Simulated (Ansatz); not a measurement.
Breaking the Si1–Cl2 bond in SiCl (multiplicity 2 held). Energies count from the point at 2.084 Å.


R- and RO- levels are restricted; in cc, def2 and unpolarised 6-31G sets they are followed outwards from rest. Active spaces are followed from rest. Curves can end on different states.

Correlated levels freeze the cores.

Run with Ansatz (a program for electronic structure). Each number belongs to the level named beside it.

Problem. What energy at R = 8.335 Å does FIC-MRCISD+Q on CASSCF(11,8)/cc-pV(D+d)Z give?

Solution. 367 kJ/mol

Problem. Give the energy at R = 8.335 Å at the level RO-SCS-MP2/cc-pV(D+d)Z.

Solution. 448 kJ/mol

Doubts at one or more of the structures used: a restricted determinant that unrestricted orbitals would lower (RO-SCS-MP2/cc-pV(D+d)Z).
